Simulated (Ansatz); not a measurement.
C₂H₈ClNOSi, SMILES `CC[Si](N)(O)Cl`, charge 0, multiplicity 1.

Give a relaxed structure at PBE0-D4/def2-TZVP (Ansatz 0.2.0). (Best estimate.)

The calculation gave: 
Z-matrix (Å, degrees):
```
C
C 1 1.526
H 1 1.093 2 111.2
H 1 1.092 2 111.3 3 119.8
H 1 1.092 2 111.3 3 -120.0
Si 2 1.856 1 114.5 3 59.3
H 2 1.096 1 110.4 3 -178.3
H 2 1.096 1 110.6 3 -61.1
O 6 1.638 2 114.4 1 -59.1
N 6 1.695 2 110.1 1 -178.7
Cl 6 2.090 2 106.9 1 57.0
H 9 0.958 6 116.3 2 99.0
H 10 1.006 6 121.1 2 -43.2
H 10 1.007 6 120.3 2 168.2
```
This is one stationary point; other conformers may exist.
